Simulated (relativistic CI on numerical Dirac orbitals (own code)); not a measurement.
Line list: Electric-dipole lines, Er⁴⁸⁺

Method of calculation: Dirac-Coulomb-Breit CI, separate exchange-only KLI orbitals for each configuration, QED by a radiative potential, unscaled Slater integrals (own radial code, finite nucleus).

Configurations in the expansion (outside the closed core [Ne]): 3s2 3p6 3d2, 3s2 3p5 3d3, 3s 3p6 3d3, 3s2 3p6 3d 4s, 3s2 3p6 3d 4p, 3s2 3p6 3d 4d, 3s2 3p5 3d2 4s, 3s2 3p6 3d 4f, 3s2 3p5 3d2 4p, 3s2 3p5 3d2 4d, 3p6 3d4, 3p5 3d5, 3p5 3d4 4s, 3p6 3d3 4s, 3p5 3d3 4s2. Double excitations out of closed p, d and f shells are left out; levels of such configurations are missing from the list, as are those of other unlisted configurations, and high levels can miss mixing partners. These lack a partner that the ground configuration has and come out too high: 3s2 3p5 3d2 4p, 3s2 3p5 3d2 4d.

```
λ vac (Å)                   Lower                    Upper   A (s⁻¹)        gf  Branching (%)
   23.467    3s2 3p6 3d2 3F_2 [1]   3s2 3p5 3d3 3D°_1 [89]  1.98e+12  4.92e-01           65.2
   23.810    3s2 3p6 3d2 3F_2 [1]   3s2 3p5 3d3 3D°_1 [84]  1.86e+12  4.75e-01           61.7
   24.158    3s2 3p6 3d2 3F_4 [7]  3s2 3p5 3d3 3D°_3 [112]  1.64e+12  1.00e+00           63.7
   24.196    3s2 3p6 3d2 1G_4 [5]   3s2 3p5 3d3 1F°_3 [99]  3.01e+12  1.85e+00           92.9
   24.270    3s2 3p6 3d2 3F_3 [3]   3s2 3p5 3d3 3D°_3 [91]  1.09e+12  6.71e-01           52.6
   24.331    3s2 3p6 3d2 3F_3 [3]   3s2 3p5 3d3 3D°_2 [90]  2.28e+12  1.01e+00           84.6
   24.420    3s2 3p6 3d2 1G_4 [5]   3s2 3p5 3d3 1G°_4 [94]  3.44e+12  2.77e+00           84.7
   24.475    3s2 3p6 3d2 3F_4 [7]  3s2 3p5 3d3 1F°_3 [109]  1.49e+12  9.37e-01           52.7
   24.540    3s2 3p6 3d2 3P_2 [8]  3s2 3p5 3d3 3P°_2 [111]  2.08e+12  9.40e-01           99.5
   24.669    3s2 3p6 3d2 3P_2 [8]  3s2 3p5 3d3 1P°_1 [110]  3.18e+12  8.70e-01           95.0
   24.695    3s2 3p6 3d2 3F_4 [7]  3s2 3p5 3d3 3F°_4 [108]  2.42e+12  1.99e+00           99.7
   24.740    3s2 3p6 3d2 3P_2 [4]   3s2 3p5 3d3 3D°_3 [91]  9.16e+11  5.88e-01           44.4
   24.825    3s2 3p6 3d2 3P_2 [8]  3s2 3p5 3d3 1F°_3 [109]  1.33e+12  8.63e-01           47.1
   24.825    3s2 3p6 3d2 3F_4 [7]  3s2 3p5 3d3 3G°_5 [107]  1.90e+12  1.93e+00           98.1
   25.307    3s2 3p6 3d2 3F_2 [1]   3s2 3p5 3d3 3F°_2 [82]  2.19e+12  1.05e+00           99.5
   26.493    3s2 3p6 3d2 1G_4 [5]   3s2 3p5 3d3 1H°_5 [88]  5.41e+11  6.26e-01           99.4
   28.929  3s2 3p5 3d3 3H°_6 [21]    3s 3p6 3d3 3G_5 [126]  1.44e+12  1.99e+00           57.1
   29.093  3s2 3p5 3d3 3G°_5 [19]    3s 3p6 3d3 5F_4 [125]  1.20e+12  1.37e+00           48.0
   29.212  3s2 3p5 3d3 3F°_3 [13]    3s 3p6 3d3 5F_2 [121]  1.59e+12  1.02e+00           62.5
   29.244  3s2 3p5 3d3 5G°_4 [15]    3s 3p6 3d3 5F_3 [122]  1.26e+12  1.13e+00           50.3
   35.924    3s2 3p6 3d2 3F_3 [3]   3s2 3p5 3d3 3F°_3 [66]  5.78e+11  7.83e-01           57.7
   36.264    3s2 3p6 3d2 3F_4 [7]   3s2 3p5 3d3 3D°_3 [79]  8.75e+11  1.21e+00           93.6
   36.430    3s2 3p6 3d2 1G_4 [5]   3s2 3p5 3d3 3D°_3 [69]  5.60e+11  7.80e-01           88.7
   36.490    3s2 3p6 3d2 3P_2 [4]   3s2 3p5 3d3 3D°_2 [67]  6.96e+11  6.95e-01           74.1
   36.861    3s2 3p6 3d2 3F_2 [1]   3s2 3p5 3d3 3G°_3 [35]  8.51e+11  1.21e+00           99.7
   36.963    3s2 3p6 3d2 3P_2 [4]   3s2 3p5 3d3 3F°_3 [66]  3.80e+11  5.45e-01           38.0
   37.084    3s2 3p6 3d2 3F_2 [1]   3s2 3p5 3d3 3F°_2 [34]  7.59e+11  7.83e-01           99.6
   37.354    3s2 3p6 3d2 1G_4 [5]   3s2 3p5 3d3 1G°_4 [65]  7.50e+11  1.41e+00           85.7
   37.499    3s2 3p6 3d2 3F_4 [7]   3s2 3p5 3d3 3F°_4 [77]  7.89e+11  1.50e+00           93.5
   38.481    3s2 3p6 3d2 1G_4 [5]   3s2 3p5 3d3 1H°_5 [59]  3.60e+11  8.78e-01           99.9
```

Terms are leading LS components. Brackets give the number of a level in order of energy, since labels repeat. The list gives strong lines, with weight on those to low levels, without lines whose two gauges differ by over a factor of 2.5, among the lowest 200 of 1699 levels, so that lines to higher ones, which can be the strongest, are missing. Levels whose partners in the same complex of configurations lie outside the list can be far off, and so can their lines. Rates are taken at the computed energies, electric ones in the length gauge.

At this charge energies of transitions that change n are usually good to better than 1 %, and those within a shell (Δn = 0) to a few per cent.

LS names give the leading component of a level, which can be under half, so a name can repeat, a term be missing and a line seem to break the LS rules.
